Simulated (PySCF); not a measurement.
# Computed records: CH$_{5}$Ge$_{2}$O, CH$_{6}$Ge$_{2}$O

Computed with PySCF 2.14.0. Calculation on a computer-drawn molecule: the log of a Hartree-Fock and frozen-core CCSD(T) single point meant for a local Hartree-Fock minimum, with one planted fault or none, to be diagnosed. Offsets are logged minus clean, where the clean run is the same molecule without the fault. The reference is restricted for singlets and unrestricted otherwise, and also for a bond in bohr or an excited solution. Adding or removing an electron swaps singlet and doublet. The excited solution moves the top pair (singlet) or top alpha electron (doublet) to the lowest empty orbital. Highest occupied and lowest empty are orbital energies over both spins, largest force is the largest gradient component, triples share is (T) over the correlation energy, the T1 limit is 0.02 restricted and 0.045 unrestricted, electrons count all cores, a negative frequency is imaginary (commonest isotopes), and the dipole is about the centre of nuclear charge; on germanium a core potential holds 10 electrons, which the energies leave out, and 3d is frozen in MP2 and coupled-cluster steps.

Common to all runs: meant multiplicity 1; meant basis cc-pVDZ; meant basis and core potential on germanium cc-pVDZ-PP ECP10MDF; logged SCF converged yes; possible faults no fault, one electron removed, one electron added, multiplicity raised by two, geometry at a saddle point, SCF held on an excited solution, minimal basis STO-3G, one bond length entered in bohr, all coordinates scaled.

(1) CH$_{5}$Ge$_{2}$O

Logged structure:
```xyz
9
CH5Ge2O
O     -1.2002     0.5713    -0.3197
Ge    -1.5488     2.1349     0.3173
C     -1.2910     2.3210     2.0974
Ge    -0.7096     0.9882     3.1717
H     -1.3113     0.3955    -1.2468
H     -2.0259     3.1573    -0.6838
H     -1.5011     3.2925     2.5302
H     -0.4000    -0.3864     2.6290
H     -0.5199     1.2269     4.6514
```

- meant charge: 1
- logged electrons: 82
- logged basis functions: 99
- logged spin squared: 2.0206
- logged highest occupied: -10.986 eV
- logged lowest empty: -5.9459 eV
- logged largest force: 0.066995 hartree/bohr
- logged T1 diagnostic: 0.02167
- logged D1 diagnostic: 0.091331
- logged triples share: 0.027593
- logged CC converged: yes
- logged dipole magnitude: 4.7411 debye
- logged SCF stable within its kind: yes
- logged energy HF: -702.03681 hartree
- logged energy CCSD(T): -702.55462 hartree
- planted fault: multiplicity raised by two
- HF energy offset from clean run: 55.14 kcal/mol
- CCSD(T) energy offset from clean run: 71.57 kcal/mol

Drawn bonds:
```csv
atom,other atom,order
1,2,1
2,3,2
3,4,1
1,5,1
2,6,1
3,7,1
4,8,1
4,9,1
```

(2) CH$_{6}$Ge$_{2}$O

Logged structure:
```xyz
10
CH6Ge2O
O      1.9768    -0.2719     0.2807
Ge     1.0367    -1.3873     1.2669
C     -0.6073    -1.8360     0.8516
Ge    -1.6391    -1.2349    -0.6665
H      2.8534    -0.0926     0.5877
H      1.8678    -1.8465     2.4541
H     -1.0672    -2.5316     1.5475
H     -0.8126    -0.2656    -1.5155
H     -2.0656    -2.4245    -1.5421
H     -2.9227    -0.5244    -0.2071
```

* meant charge: 0
* logged electrons: 83
* logged basis functions: 104
* logged spin squared: 0.7593
* logged highest occupied: -16.123 eV
* logged lowest empty: -5.9662 eV
* logged largest force: 0.088446 hartree/bohr
* logged T1 diagnostic: 0.021717
* logged D1 diagnostic: 0.10779
* logged triples share: 0.027024
* logged CC converged: yes
* logged dipole magnitude: 5.6591 debye
* logged SCF stable within its kind: yes
* logged energy HF: -702.6749 hartree
* logged energy CCSD(T): -703.21713 hartree
* planted fault: one electron removed
* HF energy offset from clean run: 158.1 kcal/mol
* CCSD(T) energy offset from clean run: 183.8 kcal/mol

Drawn bonds:
```csv
atom,other atom,order
1,2,1
2,3,2
3,4,1
1,5,1
2,6,1
3,7,1
4,8,1
4,9,1
4,10,1
```

(3) CH$_{6}$Ge$_{2}$O

Structure as in entry 2.

- meant charge: 0
- logged electrons: 84
- logged basis functions: 104
- logged spin squared: 0
- logged highest occupied: -2.9233 eV
- logged lowest empty: -2.8476 eV
- logged largest force: 0.21852 hartree/bohr
- logged CC converged: no
- logged dipole magnitude: 4.9784 debye
- logged SCF stable within its kind: no
- logged energy HF: -702.53683 hartree
- planted fault: SCF held on an excited solution
- HF energy offset from clean run: 244.7 kcal/mol

Drawn bonds:
```csv
atom,other atom,order
1,2,1
2,3,2
3,4,1
1,5,1
2,6,1
3,7,1
4,8,1
4,9,1
4,10,1
```

Notes: CCSD not converged.
